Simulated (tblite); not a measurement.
Start geometry of `[Si@H]1(C[Si@@H](CN1C)Cl)C#N` from a force field or distance geometry (Å):
```
atom  x, y, z in Å
C1     2.062   -0.801    0.329
N2     0.842   -0.297   -0.352
C3     0.824    1.104   -0.440
Si4   -0.882    1.780   -0.224
Cl5   -1.440    3.207   -1.585
C6    -1.923    0.197   -0.318
Si7   -0.608   -0.912    0.437
C8    -0.941   -2.628    0.047
N9    -1.142   -3.749   -0.212
H10    1.764   -1.570    1.102
H11    2.526    0.080    0.784
H12    2.764   -1.239   -0.388
H13    1.150    1.384   -1.466
H14    1.539    1.629    0.237
H15   -0.957    2.270    1.183
H16   -2.804    0.290    0.328
H17   -2.122   -0.066   -1.363
H18   -0.662   -0.671    1.888
```

**Question.** What comes out of this run: GFN2-xTB geometry optimisation, gas phase in tblite?

**Answer.** 
```
atom  x, y, z in Å
C1     2.0687   -0.8356    0.2860
N2     0.7798   -0.2125    0.1312
C3     0.8351    1.1754   -0.2795
Si4   -0.9397    1.8791   -0.3926
Cl5   -1.2773    2.6639   -2.2197
C6    -1.9553    0.3162   -0.0446
Si7   -0.6888   -0.9133    0.6544
C8    -0.8182   -2.6034   -0.1406
N9    -0.8859   -3.6478   -0.6057
H10    1.9401   -1.8907    0.5158
H11    2.6440   -0.3669    1.0929
H12    2.6455   -0.7451   -0.6392
H13    1.3623    1.2384   -1.2398
H14    1.4403    1.7463    0.4374
H15   -1.1470    2.9202    0.6162
H16   -2.7604    0.4918    0.6624
H17   -2.4184   -0.0722   -0.9492
H18   -0.8336   -1.1373    2.1027
```

The energy falls by 21.2 kcal/mol over 104 L-BFGS steps, the largest force on an atom goes from 4.53 to 0.010 eV/Å, and the atoms move by 0.486 Å rms after alignment. The bond that changes most is Si7–C8 (SiH silicon to cyano carbon), which lengthens by 0.081 Å. Bonds longer at the end by more than 0.005 Å: 4 of 18; shorter: 10. Among the angles that change most is C1–N2–Si7, from 110.6° to 124.0°. Among the dihedrals that turn most is H11–C1–N2–C3, from 12° to 64°. Rotational constants go from 1923, 577.0, 478.6 to 1650, 595.1, 516.1 MHz. The orientation of the end geometry is arbitrary; only internal coordinates are fixed.

The run took 1.2 s of wall time on Arm Neoverse V1, one thread (shared host).

Its GFN2-xTB frequencies are all real (lowest 23 cm⁻¹). One conformer, not necessarily the lowest.

The numbers are calculated, not measured.
